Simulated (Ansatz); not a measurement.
H₈N₂OSSi₂, SMILES `N[SiH2]S[SiH](N)O` from Hartree–Fock to CCSD(T)

```json
{"atom": "N1", "x (Å)": "-0.959", "y (Å)": "-0.551", "z (Å)": "-1.758"}
{"atom": "Si2", "x (Å)": "-1.708", "y (Å)": "0.486", "z (Å)": "-0.624"}
{"atom": "S3", "x (Å)": "-1.293", "y (Å)": "-0.171", "z (Å)": "1.380"}
{"atom": "Si4", "x (Å)": "0.824", "y (Å)": "-0.001", "z (Å)": "1.365"}
{"atom": "N5", "x (Å)": "1.464", "y (Å)": "-1.109", "z (Å)": "0.225"}
{"atom": "O6", "x (Å)": "1.409", "y (Å)": "1.442", "z (Å)": "0.847"}
{"atom": "H7", "x (Å)": "-1.263", "y (Å)": "-0.550", "z (Å)": "-2.718"}
{"atom": "H8", "x (Å)": "0.037", "y (Å)": "-0.700", "z (Å)": "-1.666"}
{"atom": "H9", "x (Å)": "-1.314", "y (Å)": "1.920", "z (Å)": "-0.699"}
{"atom": "H10", "x (Å)": "-3.179", "y (Å)": "0.393", "z (Å)": "-0.796"}
{"atom": "H11", "x (Å)": "1.213", "y (Å)": "-0.215", "z (Å)": "2.784"}
{"atom": "H12", "x (Å)": "2.458", "y (Å)": "-1.105", "z (Å)": "0.052"}
{"atom": "H13", "x (Å)": "1.094", "y (Å)": "-2.047", "z (Å)": "0.218"}
{"atom": "H14", "x (Å)": "1.216", "y (Å)": "2.209", "z (Å)": "1.389"}
```

Total charge 0; spin multiplicity 1. Geometry: relaxed with PBE0-D4/def2-TZVP. It is one conformer, not always the lowest. Frozen core, restricted reference, Ansatz. CBS rows extrapolate triple and quadruple zeta; past MP2 they add the triple-zeta difference.

| basis | HF (Eh) | MP2 corr. |
| --- | --- | --- |
| def2-TZVPP | -1164.12176 | -1.09281 |
| def2-QZVPP | -1164.16079 | -1.17962 |

(1) Estimate the CCSD correlation energy and the (T) correction in each basis where they were run (hartree).

Results:

(1) 
```csv
basis,CCSD corr.,(T)
def2-TZVPP,-1.14603,-0.04580
CBS(def2),-1.29715,as TZ
```
